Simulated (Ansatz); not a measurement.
Basis sets compared for the cluster Pd2H3. Total charge 0; doublet. Geometry PBE0-D4/def2-TZVP. Ansatz on 4 threads of Intel Xeon 6975P-C on a shared host; times are rough, and most runs start from earlier orbitals.

Cartesian coordinates in Å:
```
Pd -0.196 0.098 -0.238
Pd 0.084 -1.420 1.817
H 0.759 0.888 -1.391
H -1.123 -1.075 0.699
H 0.477 1.509 -0.887
```

In the def2 sets Pd takes a core potential; there is no spin–orbit coupling. At PBE-D4/def2-SVP, PBE-D4/def2-TZVP, PBE-D4/def2-TZVPD the gap within one spin of the charge 0 doublet nearly closes, so an electron or hole may be smeared out by delocalisation error. In the doublet, H3 and H5 lie 0.85 Å apart (atoms count from 1), so H2 has formed as a molecule. The structure comes from a short search, and lower isomers may exist.

Binding counts from free atoms (Pd singlet, H doublet) in the same basis, without a counterpoise term.

```tsv
level	functions	energy (Eh)	HOMO (eV)	LUMO (eV)	binding per atom (eV)	wall time
PBE-D4/def2-SVP	77	-257.5610	-5.02	-4.95	2.01	1.2 s
PBE-D4/def2-TZVP	98	-257.6323	-5.04	-4.96	2.02	1.4 s
r2SCAN-D4/def2-TZVP (with forces)	98	-257.6755	-5.11	-4.67	2.10	3.4 s
PBE0-D4/def2-SVP	77	-257.4931	-5.77	-3.64	1.86	1.3 s
PBE0-D4/def2-TZVP	98	-257.5612	-5.79	-3.64	1.87	4.1 s
```

(1) Estimate the rows for PBE-D4/def2-TZVPD, r2SCAN-D4/def2-TZVPD, PBE0-D4/def2-TZVPD.

## Answers

(1) 
| level | functions | energy (Eh) | HOMO (eV) | LUMO (eV) | binding per atom (eV) | wall time |
| --- | --- | --- | --- | --- | --- | --- |
| PBE-D4/def2-TZVPD | 107 | -257.6337 | -5.06 | -4.98 | 2.03 | 1.6 s |
| r2SCAN-D4/def2-TZVPD | 107 | -257.6767 | -5.14 | -4.69 | 2.10 | 3.7 s |
| PBE0-D4/def2-TZVPD | 107 | -257.5623 | -5.80 | -3.65 | 1.88 | 2.5 s |
